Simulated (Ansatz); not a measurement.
The first iterations of a band of F$_{4}$GeH$_{3}$N (9 atoms, charge 0, multiplicity 1).

Method: Ansatz, RKS PBE/def2-SVP.

```
movable images  : 7
climbing image  : yes
spring          : 5.0 eV/Å²
optimiser       : quadratic models (default)
start path      : through a guess of the saddle point
force threshold : 0.05 eV/Å
iteration limit : 60
end points      : relaxed
```

Initial state:

```xyz
9
Properties=species:S:1:pos:R:3
Ge -0.538 -0.752 -0.259
F 0.988 -1.607 -0.112
F -1.517 -2.118 -0.731
F -1.409 -0.348 1.210
F -0.809 0.223 -1.693
H 1.649 0.643 0.465
N 0.677 0.950 0.327
H 0.314 1.345 1.205
H 0.645 1.665 -0.411
```

Final state:

```xyz
9
Properties=species:S:1:pos:R:3
Ge -0.784 -0.266 -0.253
F 1.331 -1.389 0.910
F -0.400 -1.521 -1.372
F -1.471 -0.817 1.231
F -2.086 0.593 -1.028
H 1.448 -0.452 0.696
N 0.639 0.890 0.026
H 0.365 1.659 0.653
H 0.957 1.303 -0.863
```

| iteration | highest image above the first end (eV) | largest band force component (eV/Å) |
| --- | --- | --- |
| 1 | 1.565 | 6.270 |
| 2 | 1.138 | 2.666 |
| 3 | 1.123 | 2.821 |

**Question.** Does the band converge within its limit, and where does its top end?

**Answer.** It converged. It ended after 11 iterations with the highest image 0.992 eV above the first end. A vibrational analysis at the climbing image gives one clearly imaginary mode, 381i cm⁻¹: a first-order saddle point. The orbitals stay closed-shell, which can raise the energy where a bond breaks towards radicals; this wasn't checked here.

Run time: 3.3 min on 2 threads of Intel(R) Xeon(R) Platinum 8175M CPU @ 2.50GHz (Skylake/Cascade Lake), with other jobs on the host, peak memory 0.19 GiB.
